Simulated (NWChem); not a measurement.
1,1-difluoroethane (C₂H₄F₂); SMILES FC(F)C

```xyz
8

C     -0.1161    -1.3622     0.0000
C      0.3519     0.0633     0.0000
F     -0.1198     0.7099    -1.0922
F     -0.1198     0.7099     1.0922
H     -1.2153    -1.3805     0.0000
H      0.2518    -1.8830    -0.8945
H      0.2518    -1.8830     0.8945
H      1.4529     0.1623     0.0000
```
Atoms are numbered in this order, from 1.

All runs: NWChem. All runs use the structure optimised with PBE0/def2-SVP. Ions are spin-unrestricted doublets at the neutral geometry; other ion states weren't tried. Functional: LC-ωPBE (HJS hole) with def2-SVP; rows give the range parameter ω in 1/bohr.

For range parameter (1/bohr) 0.80:

- vertical ionisation energy, ΔSCF (eV): 13.35
- −ε(HOMO) (eV): 14.03

Q: What are these values for range parameter (1/bohr) 0.25?

A: The vertical ionisation energy, ΔSCF (eV) is 11.92 and the −ε(HOMO) (eV) is 10.90.
